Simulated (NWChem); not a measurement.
All runs are NWChem calculations. System: disulfane (H2S2), charge 0, spin multiplicity 1, at a geometry optimised with PBE0/def2-SVP. Level: constrained B3LYP/def2-SVP, VWN1-RPA local correlation.

Output (cleaned and shortened):

```
             Northwest Computational Chemistry Package (NWChem) 7.3.0
             --------------------------------------------------------

                                NWChem Input Module
                                -------------------

 Scaling coordinates for geometry "geometry" by  1.889725989
 (inverse scale =  0.529177249)

                             Geometry "geometry" -> ""
                             -------------------------

 Output coordinates in angstroms (scale by  1.889725989 to convert to a.u.)

  No.       Tag          Charge          X              Y              Z
 ---- ---------------- ---------- -------------- -------------- --------------
    1 S                   16.0000     0.91548500     0.48550800     0.05529800
    2 S                   16.0000    -0.91548500    -0.48550800     0.05529800
    3 H                    1.0000     1.53661900    -0.26802900    -0.88476700
    4 H                    1.0000    -1.53661900     0.26802900    -0.88476700

 Effective nuclear repulsion energy (a.u.)      84.4531529072

            Nuclear Dipole moment (a.u.)
            ----------------------------
        X                 Y               Z
 ---------------- ---------------- ----------------
     0.0000000000     0.0000000000     0.0000037795


 Summary of "ao basis" -> "" (spherical)
 ------------------------------------------------------------------------------
       Tag                 Description            Shells   Functions and Types
 ---------------- ------------------------------  ------  ---------------------
 *                          def2-svp                  on all atoms

                                 NWChem DFT Module
                                 -----------------

 Summary of "ao basis" -> "ao basis" (spherical)
 ------------------------------------------------------------------------------
       Tag                 Description            Shells   Functions and Types
 ---------------- ------------------------------  ------  ---------------------
 S                          def2-svp                 8       18   4s3p1d
 H                          def2-svp                 3        5   2s1p

 Summary of "ao basis" -> "ao basis" (spherical)
 ------------------------------------------------------------------------------
       Tag                 Description            Shells   Functions and Types
 ---------------- ------------------------------  ------  ---------------------
[...]
    28      0.343403  2 S  pz                27      0.297224  2 S  py
    29     -0.212564  2 S  px                25      0.189950  2 S  pz
    24      0.164310  2 S  py                26     -0.155533  2 S  px
    37      0.132454  3 H  s                  4     -0.089221  1 S  s

 Vector   18  Occ=0.000000D+00  E=-1.409724D-01
              MO Center= -2.1D-01, -9.4D-02,  3.6D-02, r^2= 2.9D+00
   Bfn.  Coefficient  Atom+Function         Bfn.  Coefficient  Atom+Function
  ----- ------------  ---------------      ----- ------------  ---------------
    29      0.723371  2 S  px                11      0.700758  1 S  px
    30      0.427284  2 S  py                22      0.359596  2 S  s
    26      0.342367  2 S  px                 4     -0.313205  1 S  s
    12      0.290555  1 S  py                21      0.246724  2 S  s
     8      0.237334  1 S  px                 3     -0.221037  1 S  s

 Vector   19  Occ=0.000000D+00  E=-6.071296D-02
              MO Center=  1.2D+00, -1.2D-01, -6.3D-01, r^2= 2.6D+00
   Bfn.  Coefficient  Atom+Function         Bfn.  Coefficient  Atom+Function
  ----- ------------  ---------------      ----- ------------  ---------------
    38      1.170439  3 H  s                  4     -0.701021  1 S  s
    13      0.598735  1 S  pz                12      0.508441  1 S  py
    37      0.440923  3 H  s                 11     -0.351738  1 S  px
     3     -0.269385  1 S  s                 29      0.179552  2 S  px
     2      0.166116  1 S  s                 10      0.151007  1 S  pz

 Vector   20  Occ=0.000000D+00  E=-8.332713D-03
              MO Center= -1.3D+00,  1.0D-01, -6.3D-01, r^2= 2.7D+00
   Bfn.  Coefficient  Atom+Function         Bfn.  Coefficient  Atom+Function
  ----- ------------  ---------------      ----- ------------  ---------------
    43      1.267438  4 H  s                 22     -0.748696  2 S  s
    31      0.627086  2 S  pz                30     -0.502444  2 S  py
    29      0.383673  2 S  px                42      0.338254  4 H  s
     4      0.270811  1 S  s                 21     -0.235678  2 S  s
    28      0.200340  2 S  pz                 3     -0.171020  1 S  s

     ---------------------------------------------
      Total Density - Mulliken Population Analysis
     ---------------------------------------------

    Atom       Charge   Shell Charges
 -----------   ------   -------------------------------------------------------
    1 S   16    17.27   2.00  1.98  1.21  0.91  5.93  1.87  3.27  0.09
    2 S   16    15.46   2.00  1.99  1.33  0.46  5.92  1.74  1.97  0.06
    3 H    1     0.38   0.51 -0.13  0.00
    4 H    1     0.88   0.71  0.14  0.03

     -------------------------------------------
      Total Density - Lowdin Population Analysis
     -------------------------------------------

    Atom       Charge   Shell Charges
 -----------   ------   -------------------------------------------------------
    1 S   16    16.60   2.00  1.95  1.02  0.76  5.82  2.02  2.95  0.08
    2 S   16    15.62   2.00  1.95  1.04  0.68  5.80  1.79  2.26  0.09
    3 H    1     0.78   0.49  0.20  0.09
    4 H    1     1.00   0.62  0.30  0.08

 center of mass
 --------------
 x =   0.00000000 y =   0.00000000 z =   0.05021148

 moments of inertia (a.u.)
 ------------------
          60.509650779444         -98.530763009352           0.000000000000
         -98.530763009352         214.544512316462           0.000000000000
           0.000000000000           0.000000000000         262.720841849106

     Multipole analysis of the density
     ---------------------------------

     L   x y z        total         alpha         beta         nuclear
     -   - - -        -----         -----         ----         -------
     0   0 0 0     -0.000000    -17.000000    -17.000000     34.000000

     1   1 0 0     -1.032156     -0.516078     -0.516078      0.000000
     1   0 1 0     -0.999459     -0.499729     -0.499729      0.000000
     1   0 0 1     -1.031964     -0.515984     -0.515984      0.000004

     2   2 0 0    -16.823156    -64.730842    -64.730842    112.638528
     2   1 1 0     -1.825901    -24.838175    -24.838175     47.850449
     2   1 0 1     -1.314517     -0.657258     -0.657258      0.000000
     2   0 2 0    -21.382988    -24.416265    -24.416265     27.449542
     2   0 1 1      0.099148      0.049574      0.049574      0.000000
     2   0 0 2    -19.221904    -12.581144    -12.581144      5.940384

 Task  times  cpu:        1.7s     wall:        1.7s

 Total times  cpu:        1.7s     wall:        1.7s
```

Q: Write an NWChem input that would produce this output.

A: Several could match; the one computed here: 
```
start mol
memory heap 200 mb stack 800 mb global 1000 mb
geometry units angstroms nocenter noautoz noautosym
  S      0.915485     0.485508     0.055298
  S     -0.915485    -0.485508     0.055298
  H      1.536619    -0.268029    -0.884767
  H     -1.536619     0.268029    -0.884767
end
basis spherical
  * library def2-svp
end
dft
  xc b3lyp
  semidirect memsize 60000000 filesize 0
  iterations 100
  convergence nolevelshifting
  cdft 1 1 charge -0.6 pop lowdin
end
task dft energy
```
